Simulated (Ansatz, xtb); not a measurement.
# A geometry optimisation of AlFGaGeH5 with r2SCAN-D4/def2-SVP

The starting geometry of this gas-phase singlet was built from a drawn formula by distance geometry; its bonds are those of `[F][GeH2][GaH][AlH2]`.

```yaml
atoms:
  - { symbol: Al, position_ang: [2.9666, 2.1500, -0.3764] }
  - { symbol: F, position_ang: [-2.3683, 2.8791, 1.8586] }
  - { symbol: Ga, position_ang: [0.7455, 2.3587, 0.0362] }
  - { symbol: Ge, position_ang: [-0.8106, 2.1503, 2.2089] }
  - { symbol: H, position_ang: [-0.9774, 0.7573, 2.5746] }
  - { symbol: H, position_ang: [0.0791, 2.9890, 3.1172] }
  - { symbol: H, position_ang: [-0.2138, 1.2137, -0.7953] }
  - { symbol: H, position_ang: [4.0507, 2.5185, 0.7765] }
  - { symbol: H, position_ang: [3.3495, 1.2148, -1.6220] }
```

Question: Where would you expect an optimisation with r2SCAN-D4/def2-SVP to take it?

Answer: It keeps its bonds, and is `[F][GeH2][GaH][AlH2]`. Distances that change by over a tenth: Al1–Ga3 (2.27 → 2.50 Å).

The energy falls by 1.53 eV over 17 steps:

```json
{"step": "1", "E − E(last) (eV)": "1.528"}
{"step": "3", "E − E(last) (eV)": "0.292"}
{"step": "5", "E − E(last) (eV)": "0.139"}
{"step": "6", "E − E(last) (eV)": "0.116"}
{"step": "8", "E − E(last) (eV)": "0.079"}
{"step": "10", "E − E(last) (eV)": "0.043"}
{"step": "12", "E − E(last) (eV)": "0.007"}
{"step": "13", "E − E(last) (eV)": "0.002"}
{"step": "15", "E − E(last) (eV)": "0.000"}
{"step": "17", "E − E(last) (eV)": "0.000"}
```

Final geometry (Å):

```yaml
atoms:
  - { symbol: Al, position_ang: [2.9813, 1.8881, -0.2934] }
  - { symbol: F, position_ang: [-2.3563, 2.3733, 1.9052] }
  - { symbol: Ga, position_ang: [0.5219, 2.2245, -0.0099] }
  - { symbol: Ge, position_ang: [-0.6486, 2.0125, 2.1339] }
  - { symbol: H, position_ang: [-0.6202, 0.5907, 2.7411] }
  - { symbol: H, position_ang: [-0.1781, 2.9973, 3.2289] }
  - { symbol: H, position_ang: [-0.4541, 2.5926, -1.1875] }
  - { symbol: H, position_ang: [3.9949, 3.1101, -0.1401] }
  - { symbol: H, position_ang: [3.5806, 0.4424, -0.6001] }
```

From the same start GFN2-xTB ends elsewhere, differing in Al1–F2 (1.73 against 5.79 Å here), Al1–Ga3 (3.03 against 2.50 Å here), Al1–Ge4 (2.88 against 4.37 Å here), Al1–H6 (1.76 against 4.86 Å here), F2–Ge4 (3.54 against 1.76 Å here).

The end wasn't checked by frequencies. Run with Ansatz 0.2.0, 35 s on 2 threads of Intel(R) Xeon(R) 6975P-C (Granite Rapids), on a shared host.
